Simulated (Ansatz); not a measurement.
`[CH3][In-]([CH3])([CH3])[PH3+]`, charge 0, multiplicity 1.

Q: Give a relaxed structure at PBE0-D4/def2-TZVP (Ansatz 0.2.0). (An estimate is asked.)

A: Ansatz gave: 
Cartesian coordinates in Å:
```
C -0.7824 -1.2197 1.8139
In 0.0977 0.3175 0.5516
C 2.2605 0.4090 0.3394
C -1.0992 2.0445 -0.0104
P -0.3375 -1.1002 -1.9107
H -0.7393 -0.9057 2.8599
H -0.2412 -2.1641 1.7277
H -1.8307 -1.3907 1.5610
H 2.6997 -0.5899 0.3017
H 2.5497 0.9546 -0.5611
H 2.6924 0.9303 1.1974
H -0.6978 2.5354 -0.8993
H -1.0959 2.7746 0.8030
H -2.1372 1.7647 -0.2017
H -1.6454 -1.4578 -2.3089
H 0.0580 -0.5335 -3.1433
H 0.2484 -2.3690 -2.1202
```
Point group C3v.
This is one stationary point; other conformers may exist.
